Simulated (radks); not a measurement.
Species: Ba. Configuration: [Xe] 5d1 6s1 (not the ground configuration). All-electron calculation, Dirac Kohn-Sham, LDA (Slater exchange, Perdew-Wang correlation), spin-unpolarised, spherical densities, point nucleus; open shells are shared between the two j in proportion to 2j + 1. Program: a radial shooting solver on a logarithmic mesh with Libxc functionals. Some entries of the table are withheld. Estimate them.

| orbital | occ. | eigenvalue (hartree) | <r^2> (bohr^2) |
|---|---|---|---|
| 1s1/2 | 2 | (1) | 0.0008897 |
| 2s1/2 | 2 | -215.9324 | 0.01417 |
| 2p1/2 | 2 | -203.4913 | 0.01042 |
| 2p3/2 | 4 | -189.4807 | 0.01169 |
| 3s1/2 | 2 | -45.52604 | 0.09760 |
| 3p1/2 | 2 | (2) | (3) |
| 3p3/2 | 4 | (4) | (5) |
| 3d3/2 | 4 | -28.37643 | 0.08272 |
| 3d5/2 | 6 | -27.79879 | 0.08494 |
| 4s1/2 | 2 | -8.88239 | 0.5134 |
| 4p1/2 | 2 | -6.98060 | 0.5533 |
| 4p3/2 | 4 | -6.41183 | 0.5978 |
| 4d3/2 | 4 | -3.30105 | 0.7353 |
| 4d5/2 | 6 | -3.20448 | 0.7540 |
| 5s1/2 | 2 | -1.19528 | 3.031 |
| 5p1/2 | 2 | -0.70191 | 3.994 |
| 5p3/2 | 4 | -0.62520 | 4.398 |
| 6s1/2 | 1 | -0.10795 | 27.42 |
| 5d3/2 | 0.4 | -0.05635 | 18.08 |
| 5d5/2 | 0.6 | -0.05252 | 19.17 |

Answer. 
(1) 1s1/2 eigenvalue (hartree): -1366.678
(2) 3p1/2 eigenvalue (hartree): -40.29478
(3) 3p1/2 <r^2> (bohr^2): 0.09231
(4) 3p3/2 eigenvalue (hartree): -37.58809
(5) 3p3/2 <r^2> (bohr^2): 0.1001
